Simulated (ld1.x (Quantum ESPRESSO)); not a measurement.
# Reading a pseudo-wave (Ni (Z = 28))

Columns: radius, all-electron u(r) and pseudo u(r) of the 4s shell (level -7.34 eV) of nickel in the configuration [Ne] 3s2 3p6 3d8 4s1.75 4p0; revPBE, scalar-relativistic, PAW scheme, ld1.x (Quantum ESPRESSO) 7.5.

```
r (bohr)  all-electron   pseudo
   0.085       -0.0469   0.1897
   0.170       -0.1706   0.3567
   0.255       -0.0707   0.4820
   0.340        0.0906   0.5536
   0.425        0.2156   0.5679
   0.510        0.2758   0.5295
   0.595        0.2761   0.4494
   0.680        0.2320   0.3421
   0.765        0.1599   0.2225
   0.850        0.0729   0.1030
   0.935       -0.0195  -0.0085
   1.020       -0.1109  -0.1086
   1.105       -0.1976  -0.1976
   1.190       -0.2772  -0.2772
   1.275       -0.3486  -0.3486
   1.360       -0.4113  -0.4113
   1.445       -0.4656  -0.4656
   1.530       -0.5117  -0.5117
   1.615       -0.5503  -0.5503
   1.700       -0.5818  -0.5818
   1.785       -0.6069  -0.6069
   1.870       -0.6262  -0.6262
   1.955       -0.6404  -0.6404
   2.040       -0.6499  -0.6499
   2.125       -0.6553  -0.6553
   2.210       -0.6571  -0.6571
```

Question: How many radial nodes do the two functions have?

Answer: The all-electron 4s function has n − l − 1 = 3 (the table is too coarse to show those close to the nucleus); the pseudo-wave has 1, since 1 lower shell of the same l stays in the valence.

Question: At about which radius was the pseudo-wave matched?

Answer: 1.25 bohr. The columns agree to 0.0005 from 1.10 bohr on; several derivatives are matched, so the curves merge somewhat inside the radius.

Question: Is the pseudo-wave norm-conserving?

Answer: No, it belongs to a PAW set: the norm inside the radius is not constrained, and the difference is carried by the augmentation charge.
